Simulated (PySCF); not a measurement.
C$_{5}$H$_{4}$F$_{2}$Si: full NMR table

- Formula: C5H4F2Si
- SMILES: C#C[Si](F)(F)C#CC
- Point group of the computed structure: C1
- Degrees of unsaturation: 4
- Carbon signals: 5
- Proton signals: 2

Bonds (- single, = double, # triple, : aromatic): C1#C2 1.201 Å, C2-Si3 1.841 Å, Si3-F4 1.601 Å, Si3-F5 1.601 Å, Si3-C6 1.831 Å, C6#C7 1.205 Å, C7-C8 1.441 Å. C1 carries H9; C8 carries H10, H11, H12.

Method: GFN2-xTB structure, σ from GIAO-PBE0/pcSseg-1, in PySCF 2.14 (averaged over atoms made equivalent by symmetry, fast rotation or ring inversion, single conformer, isolated molecule, non-relativistic Hamiltonian).

Shifts are taken against calculated references (same method and geometry level): 1H (31.72 ppm), 13C (186.93 ppm), 29Si (349.16 ppm) vs TMS; 19F (170.95 ppm) vs CFCl3.

| carbon | δC, type | δH (multiplicity) | HMBC from (2–3 bonds) | span of the C tensor (ppm) |
| --- | --- | --- | --- | --- |
| C1 | 100.0, CH | 1.82 (s) | – | 256 |
| C2 | 84.6, C | – | H9 | 282 |
| C6 | 80.5, C | – | H10/H11/H12 | 247 |
| C7 | 111.8, C | – | H10/H11/H12 | 296 |
| C8 | 5.4, CH3 | 2.12 (s) | – | 26 |

Other nuclei:
```json
{"atoms": "F4/F5", "nucleus": "19F", "environment": "fluorine bonded to Si", "δ (ppm)": "-139.4", "σ (ppm)": "310.4"}
{"atoms": "Si3", "nucleus": "29Si", "environment": "silicon bonded to 2 C, 2 F", "δ (ppm)": "-72.6", "σ (ppm)": "421.8"}
```

- Carbon types of the structure: 3 × C, 1 × CH, 1 × CH3, which accounts for all hydrogens.
- δC 111.8, 84.6, 80.5: alkyne carbon.
- δC 100.0: terminal alkyne carbon; the triple bond shields along its axis, which puts it between sp3 and sp2 carbons.
- δC 5.4: propargylic methyl carbon; saturated and bonded to C and H only.
- δH 2.12: hydrogen on a propargylic methyl carbon.
- δH 1.82: hydrogen on a terminal alkyne carbon; it lies on the axis of the triple bond, in its shielding cone.

Splittings by 19F in the carbon and heteronuclear signals aren't shown, as no couplings were computed. Shifts are as computed. Against solution values, carbons near 30 ppm lie about +3 ppm off and those near 130 ppm about +5 ppm. Of 1309 compounds with measured shifts, 239 miss one by over three times the rms of a fit or turn the order of signals round; such compounds aren't used in these exercises. Unscaled 19F shifts against computed CFCl3 carry errors that often reach 10 to 50 ppm. Multiplicities follow the n + 1 count of equivalent neighbours, as no J values were calculated; m marks all less simple cases, F and P coupling included.
